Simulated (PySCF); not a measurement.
**Ionisation energy of Cs³²⁺ by level of theory**

Cs³²⁺ [Ar] 3d5 (6S) → Cs³³⁺ [Ar] 3d4 (5D), as a difference of total energies. Calculation: PySCF 2.14, in an uncontracted even-tempered set (18 s from 4.7 bohr⁻², ratio 2.5; 12 p from 6.1 bohr⁻², ratio 2.5; 8 d from 6.1 bohr⁻², ratio 2.5; 4 f from 25 bohr⁻², ratio 2.7; 3 g from 37 bohr⁻², ratio 2.7); scalar relativity by spin-free X2C-1e. Correlated levels: outer shells: [Ne] frozen; virtual orbitals above 40 to 60 times the deepest correlated orbital energy dropped. The calculations carry no spin-orbit coupling.

```tsv
method	ionisation energy (eV)
UHF	2047.7
LDA	2045.7
PBE	2045.2
PBE0	2046.3
r2SCAN	2046.8
BHandHLYP	2047.0
MN15	2042.3
```

**Question.** Estimate what SCS-MP2 (outer shells) gives.

**Answer.** 2047.6 eV, closest to UHF among the rows shown.

**Question.** Estimate what MP2 (outer shells) gives.

**Answer.** 2048.1 eV, closest to UHF among the rows shown.

A first-order spin-orbit estimate (lowest level to lowest level, LS coupling) adds -10.230 eV.

Breit and QED terms and the two-electron picture change are absent.

For comparison: 2029 ± 4 eV (theoretical estimate listed by NIST; NIST Atomic Spectra Database, ionization energies).
